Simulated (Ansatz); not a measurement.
Telling isomers of CH5AlNO apart by their spectra

These gas-phase data were calculated for one isomer of CH5AlNO at B3LYP-D3(BJ)/6-311G** (harmonic, unscaled wavenumbers; equilibrium rotational constants with average atomic masses):

```
rotational constants            : 12.58, 3.633, 2.87 GHz
all wavenumbers above 1500 cm⁻¹ : 3901, 3579, 3069, 3019, 2982, 1518
dipole moment                   : 1.93 D (PBE0/def2-TZVPD)
```

Candidates:

(1) `C[NH][Al][OH]`, a doublet
(2) `C[O][Al][NH2]`, a doublet

Problem. Which structure fits?

Solution. Candidate (1). 1 mode lies between 3250 and 3800 cm⁻¹, one for each N–H bond, while (2) has 2.

The same quantities for all candidates:

```tsv
	rotational constants (GHz)	wavenumbers above 1500 cm⁻¹	dipole (D)	E above the lowest, B3LYP-D3(BJ)/6-311G** (kcal/mol)
(1)	12.58, 3.633, 2.87	3901, 3579, 3069, 3019, 2982, 1518	1.93	0.0
(2)	28.39, 2.814, 2.602	3664, 3563, 3043, 3030, 2977, 1556, 1502	0.47	1.8
```

Each candidate is one conformer. Open shells are spin-unrestricted. Programs: Ansatz 0.2.0.
